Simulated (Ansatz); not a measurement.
Ansatz (a first-principles code) input:
A basis named .json is the Basis Set Exchange file of that set.

Ansatz 0.2 input:
```yaml
crystal:
  periodic: [false, false, false]
  atoms:
    - {symbol: Si, position_ang: [-0.09897798, -0.08319078, -0.34877666]}
    - {symbol: Cl, position_ang: [0.45216596, 0.38004449, 1.59333350]}
    - {symbol: O, position_ang: [-0.86295889, 1.18805967, -1.01009602]}
    - {symbol: O, position_ang: [1.22822907, -0.43167941, -1.21720337]}
    - {symbol: O, position_ang: [-1.09251820, -1.36763063, -0.33536287]}
    - {symbol: H, position_ang: [-0.42287490, 2.04179908, -1.01249638]}
    - {symbol: H, position_ang: [1.82396016, -1.11387712, -0.89742001]}
    - {symbol: H, position_ang: [-1.88423062, -1.33400457, 0.20741829]}
basis:
  gaussian:
    orbitals: aug-cc-pV_D+d_Z.json
magnetization: {spin_polarized: false}
correlation: {method: ccsd_t, electrons: outside_noble_gas}
output: {forces: true}
```

Which total energy does the run end on?

-975.94178 Eh (CCSD(T)/aug-cc-pV(D+d)Z). The basis has 160 functions. The run takes around 6 core-minutes (rough).
